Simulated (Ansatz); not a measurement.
One change: `O[SiH2]SBF` becomes `O[SiH2]SC[SiH3]`.

Ansatz, PBE0-D4/def2-TZVP geometries, multiplicity 1. Each molecule was computed in one conformer, which needn't be the lowest.

```
                               property  `O[SiH2]SBF`
    HOMO–LUMO gap (PBE/def2-TZVPP) / eV          5.25
    LUMO energy (B3LYP/def2-TZVPP) / eV         -1.12
      HOMO energy (PBE/def2-TZVPP) / eV         -7.11
HOMO–LUMO gap (ωB97M-V/def2-TZVPP) / eV         11.54
   HOMO–LUMO gap (PBE0/def2-TZVPP) / eV          7.41
  HOMO energy (ωB97M-V/def2-TZVPP) / eV        -10.48
```

Question: Give the same properties after the change, and the shifts. (An estimate is asked.)

Answer: Computed: 
| property | `O[SiH2]SC[SiH3]` | shift |
| --- | --- | --- |
| HOMO–LUMO gap (PBE/def2-TZVPP) / eV | 4.53 | -0.72 |
| LUMO energy (B3LYP/def2-TZVPP) / eV | -0.57 | 0.55 |
| HOMO energy (PBE/def2-TZVPP) / eV | -5.79 | 1.32 |
| HOMO–LUMO gap (ωB97M-V/def2-TZVPP) / eV | 10.52 | -1.02 |
| HOMO–LUMO gap (PBE0/def2-TZVPP) / eV | 6.59 | -0.82 |
| HOMO energy (ωB97M-V/def2-TZVPP) / eV | -9.12 | 1.36 |

With PBE0 the HOMO rises by 1.37 eV and the LUMO rises by 0.55 eV, so the gap narrows by about 0.82 eV. PBE moves the HOMO by 1.32 eV and ωB97M-V by 1.36 eV.

B3LYP here is the variant with VWN-RPA as its local correlation; programs differ in this.
